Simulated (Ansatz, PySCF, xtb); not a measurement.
Process, species as SMILES: [F][Ge]([F])([F])[Br] + 4 [H][H] (H2) → Br (HBr) + 3 F (HF) + [GeH4] (GeH4)
Structures are relaxed separately at B3LYP-D3(BJ)/def2-TZVP in Ansatz (a program for electronic structure). Frequencies are from Ansatz or PySCF.

Property: energy of full hydrogenation (enthalpy at 298 K, with B3LYP-D3(BJ) rigid-rotor harmonic-oscillator terms), in kcal/mol. Valence correlation only, unless marked. Spin-orbit coupling is left out. The frozen core is the preceding noble-gas configuration, with the filled d and f shells of earlier blocks. No relativistic terms. Basis-set limits of correlation are two-point, X^-3; Hartree-Fock from the larger set. The bracket is a focal-point correction in the basis named.

| level | program | energy of full hydrogenation (kcal/mol) | minus last row |
|---|---|---|---|
| GFN2-xTB | xtb | 68.5 | 9.9 |
| r2SCAN/def2-TZVPD | Ansatz | 56.4 | -2.2 |
| r2SCAN-D4/def2-TZVPD | Ansatz + dftd4 | 56.8 | -1.8 |
| PBE0-D3(BJ)/def2-TZVP | Ansatz + dftd3 | 49.0 | -9.6 |
| PBE0-D4/def2-TZVP | Ansatz + dftd4 | 49.7 | -8.9 |
| r2SCANh-D4/def2-TZVPD | Ansatz + dftd4 | 54.6 | -4.0 |
| HSE06/def2-TZVPD | Ansatz | 43.9 | -14.7 |
| LC-wPBE-D3(BJ)/def2-TZVPD | Ansatz + dftd3 | 46.1 | -12.5 |
| wB97M-V/def2-TZVPD | Ansatz | 49.6 | -9.0 |
| B2GP-PLYP-D4/def2-TZVPD | Ansatz + dftd4 | 57.4 | -1.2 |
| B2GP-PLYP/def2-TZVPD | Ansatz | 56.6 | -2.0 |
| MP2/6-31G | Ansatz | 91.3 | 32.7 |
| MP2/aug-cc-pVDZ | Ansatz | 47.6 | -11.0 |
| SCS-MP2/6-31G | Ansatz | 87.4 | 28.8 |
| SCS-MP2/cc-pVDZ | Ansatz | 50.5 | -8.1 |
| SCS-MP2/aug-cc-pVTZ | Ansatz | 58.7 | 0.1 |
| CCSD/aug-cc-pVTZ | Ansatz | 52.1 | -6.5 |
| CCSD(T)/aug-cc-pVTZ | Ansatz | 54.7 | -3.9 |
| CCSD(T)/cc-pVTZ | Ansatz | 56.1 | -2.5 |
| RI-MP2/CBS(aug-cc-pVTZ,aug-cc-pVQZ)+[CCSD(T)-MP2]/aug-cc-pVDZ | Ansatz | 57.7 | -0.9 |
| CCSD(T)/CBS(cc-pVTZ,cc-pVQZ) | Ansatz | 58.6 | 0.0 |
